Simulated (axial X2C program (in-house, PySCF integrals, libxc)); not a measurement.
## What spin–orbit coupling does to WC

Calculated with an axial X2C code built on PySCF integrals. Spin-free means the one-electron spin-free X2C Hamiltonian; two-component (2c) means X2C with spin–orbit coupling and atomic mean-field two-electron Coulomb and Gaunt terms, so the difference of the two also holds small scalar two-electron terms. Basis: W dyall-cv3z [13s14p9d7f4g], C dyall-v3z [7s6p2d1f] (cores contracted in-house); Gaussian nuclei, density fitting, unrestricted open shells. Masses: W 183.951 u, C 12.000 u.

Spin-free state: M_S = 1, Λ = 2 (beyond evenly filled blocks: σα, δ+α); fragments W + C.

```json
{"level": "PBE0", "Re (Å)": "1.691", "ωe (cm⁻¹)": "1037.5", "μ (D)": "-4.25"}
{"level": "TPSSh", "Re (Å)": "1.704", "ωe (cm⁻¹)": "1007.2", "μ (D)": "-4.19"}
```

Dipoles are positive if C is the positive end.

Two-component determinant lowest at the distance of the search:

Ω = 1 (⟨Sz⟩ = -0.99, ⟨Lz⟩ = 1.99 at PBE0); fragments W + C.

```json
{"level": "PBE0", "Re (Å)": "1.693", "ωe (cm⁻¹)": "1026.0", "μ (D)": "-4.24"}
{"level": "TPSSh", "Re (Å)": "1.706", "ωe (cm⁻¹)": "997.3", "μ (D)": "-4.18"}
```

**Question.** From the two tables, how do the constants change at the PBE0 level (2c against spin-free)?

**Answer.** At the PBE0 level Re rises by 0.002 Å and ωe decreases by 11.5 cm⁻¹.

Occupations by symmetry block were frozen at the best pattern of an incomplete PBE0 search. De is not given where an atomic determinant may have missed its ground term or J level, or where the truncated virtual space spoils (T). Density functionals use the spin component along the axis (collinear). PBE0 can misorder states that lie within some tenths of an eV, so this need not be the ground state of the molecule. The nearest other spin-free determinant of the search, M_S = 2, Λ = 0, lies 0.08 eV up at the distance of the search. The functionals have no current-density term, which raises determinants with orbital currents, atoms included. With several unpaired electrons one determinant need not be a pure state. The determinant is spin-polarised beyond a pure state at some levels (its spin-free form has ⟨S²⟩ too high), which makes Re and μ there less reliable.
